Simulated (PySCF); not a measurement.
## Potential energy of NaAs⁺ along the bond

Set-up: PySCF, no relativity, basis sets Na pcseg-1, As pcseg-1. Energies in eV from Na⁺ + As in their ground configurations at the same level. All curves are PBE0. state 1: ⁴Σ⁻ (quartet), unpaired electrons σ ↑, π ↑↑; state 2: Ms = 0.5 determinant of mixed spin (⟨S²⟩ near 1.8), unpaired electrons σ ↓, π ↑↑, a second solution, started from another occupation; state 3: Ms = 0.5 determinant of mixed spin (⟨S²⟩ near 1.8), unpaired electrons σ ↑, π ↑↓, a mixture of terms (⟨Lz²⟩ = 2.0), a second solution, started from another occupation; state 4: ²Π (doublet), unpaired electrons π ↑, a second solution, started from another occupation.

```csv
R (Å),state 1,state 2,state 3,state 4
2.778,-0.1434,0.5721,0.5866,1.0165
2.907,-0.2048,0.5024,0.5210,0.9562
3.036,-0.2369,0.4630,0.4853,0.9379
3.133,-0.2476,0.4477,0.4723,0.9433
3.230,-0.2503,0.4413,0.4678,0.9605
3.327,-0.2471,0.4417,0.4697,0.9863
3.456,-0.2364,0.4498,0.4790,1.0298
3.618,-0.2170,0.4681,0.4977,1.0926
3.811,-0.1898,0.4963,0.5251,1.1729
4.070,-0.1532,0.5373,0.5633,1.2784
```

Problem. Put a parabola through the three lowest points of the state 1 curve and estimate Re, k and ωe (reduced mass 17.59 u; 1 eV/Å² = 0.16022 mdyn/Å; ωe = 1302.8·√(k/μ) cm⁻¹).

Solution. Through R = 3.133, 3.23, 3.327 Å the second-order coefficient is 0.314 eV/Å², so Re ≈ 3.226 Å, k ≈ 0.100 mdyn/Å and ωe ≈ 98 cm⁻¹. A polynomial fit of higher order to the unrounded PBE0 energies gives Re = 3.220 Å, k = 0.103 mdyn/Å, ωe = 99.9 cm⁻¹; anharmonicity and rounding make the difference.

The higher-order fit for each curve: state 1: Re = 3.220 Å, ωe = 99.9 cm⁻¹, De = 0.250 eV; state 2: Re = 3.271 Å, ωe = 99.0 cm⁻¹, minimum 0.441 eV above the ground-state fragments; state 3: Re = 3.246 Å, ωe = 99.0 cm⁻¹, minimum 0.468 eV above the ground-state fragments; state 4: Re = 3.047 Å, ωe = 159 cm⁻¹, minimum 0.94 eV above the ground-state fragments.

The bond is weak. Basis-set superposition, not corrected here, can be much of De in a small basis, most of all at correlated wavefunction levels. Spin–orbit coupling is left out. For an ion De counts to the pair picked by the measured ionisation energies or electron affinities, which need not be the lowest pair at this level. The state is the lowest determinant that a PBE0 search found; another state may lie lower at other levels.
